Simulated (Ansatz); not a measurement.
W3Se5. Charge 0, multiplicity 5. Geometry PBE-D4/def2-SVP; atoms count from 1.

| atom | x (Å) | y (Å) | z (Å) |
| --- | --- | --- | --- |
| W1 | -0.495 | -1.636 | -0.782 |
| W2 | -0.711 | 0.387 | 0.624 |
| W3 | 1.532 | 1.040 | -0.149 |
| Se4 | 1.323 | 0.825 | 2.241 |
| Se5 | -2.381 | -0.220 | -1.297 |
| Se6 | -0.195 | 2.652 | -0.619 |
| Se7 | 1.788 | -1.000 | -1.587 |
| Se8 | -0.861 | -2.049 | 1.569 |

In the def2 sets W takes a core potential; there is no spin–orbit coupling. At PBE0-D4/def2-SVP a singlet of charge 0 lies 2.36 eV below the quintet, each at its own geometry. The structure comes from a short search, and lower isomers may exist.

Problem. Estimate the Mulliken populations from the PBE0/def2-SVP orbitals of Ansatz.

Solution. 
```csv
atom,charge (e),spin (α − β),d electrons
W1,0.55,1.65,4.58
W2,0.47,0.13,4.61
W3,0.55,1.55,4.58
Se4,-0.28,0.16,–
Se5,-0.29,0.16,–
Se6,-0.28,0.16,–
Se7,-0.43,0.03,–
Se8,-0.29,0.16,–
```
Mulliken values and Mayer orders depend strongly on the basis.

Problem. Where does the spin sit?

Solution. Summed by element: W 3.33, Se 0.67, of 4 unpaired in all. Largest on single atoms: W1 1.65, W3 1.55, Se5 0.16.

Problem. And the Mayer bond orders between bonded heavy atoms (over 0.3)?

Solution. W1–W2 1.39 (2.47 Å); W1–Se5 1.25 (2.41 Å); W1–Se7 0.97 (2.50 Å); W1–Se8 1.25 (2.41 Å); W2–W3 1.48 (2.46 Å); W2–Se4 0.79 (2.63 Å); W2–Se5 0.82 (2.62 Å); W2–Se6 0.79 (2.63 Å); W2–Se8 0.82 (2.62 Å); W3–Se4 1.27 (2.41 Å); W3–Se6 1.27 (2.41 Å); W3–Se7 0.96 (2.51 Å).
